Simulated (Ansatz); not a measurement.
Reaction (ligand exchange at the Si–N bond): `N[Si@H](O)N[Si@@H](N)F` + HCl → `N[SiH](O)Cl` + `N[SiH](N)F`

Calculated with Ansatz (gas phase, PBE0-D4/def2-TZVP geometries, no zero-point term in ΔE). CCSD(T)/CBS adds triple-zeta CCSD(T) − MP2 to the extrapolated MP2 energy (def2 sets, frozen cores). This one scheme is used for every species. DFT in def2-TZVPP. B3LYP here is the variant with VWN-RPA as its local correlation; programs differ in this. One conformer a species, not always the lowest.

`N[Si@H](O)N[Si@@H](N)F`:

Cartesian coordinates in Å:
```
N -1.439 1.834 1.376
Si -0.691 1.254 -0.043
O -1.547 0.195 -0.948
N 0.756 0.413 0.438
Si 1.516 -0.934 -0.258
N 0.296 -2.053 -0.738
F 2.279 -0.633 -1.631
H -1.995 2.672 1.331
H -1.784 1.205 2.083
H -0.423 2.475 -0.839
H -1.111 -0.660 -1.098
H 1.288 0.889 1.154
H 2.552 -1.432 0.677
H 0.523 -2.689 -1.488
H -0.220 -2.536 -0.017
```

HCl:

```xyz
2

Cl    0.038   -0.544   -0.333
H    -0.038    0.544    0.333
```

`N[SiH](O)Cl`:

Z-matrix (Å, degrees):
```
Si
O 1 1.631
Cl 1 2.058 2 112.6
N 1 1.700 2 111.2 3 116.8
H 1 1.474 2 103.8 3 -116.0
H 2 0.960 1 116.7 3 -67.6
H 4 1.006 1 120.7 2 -147.4
H 4 1.007 1 121.4 2 60.6
```

`N[SiH](N)F`:

```xyz
9

N     0.874   -1.143   -0.086
Si   -0.437   -0.136    0.309
N    -0.141    1.390   -0.363
F    -1.710   -0.928   -0.259
H     0.775   -2.144   -0.093
H     1.822   -0.853    0.079
H    -0.755    0.097    1.737
H    -0.593    2.216   -0.007
H     0.164    1.500   -1.316
```

**Question.** Is it downhill or uphill in electronic energy at CCSD(T)/CBS, and by how much? (An estimate is asked.)

**Answer.** Ansatz gave: Downhill: ΔE = -27.2 kJ/mol.

**Question.** What do these levels give: ωB97X-V, B3LYP, HF/def2-TZVPP, CCSD(T)/def2-TZVPP, HF/def2-QZVPP, MP2/CBS(def2)? (Best estimate.)

**Answer.** Computed: ωB97X-V -29.6, B3LYP -36.5, HF/def2-TZVPP -44.0, CCSD(T)/def2-TZVPP -21.4, HF/def2-QZVPP -44.2, MP2/CBS(def2) -31.3 kJ/mol.

Largest T1 diagnostic among the species: 0.011.

In def2-TZVPP, CCSD(T) changes the Hartree–Fock value by +22.6 kJ/mol (the triples alone add +3.1 kJ/mol) and MP2 by +18.5 kJ/mol. The D4 term adds +11.4 kJ/mol with B3LYP and +6.8 kJ/mol with PBE0; it sums over pairs of atoms, weighted by their polarisabilities, and B3LYP, whose exchange is more repulsive, gets the larger term.
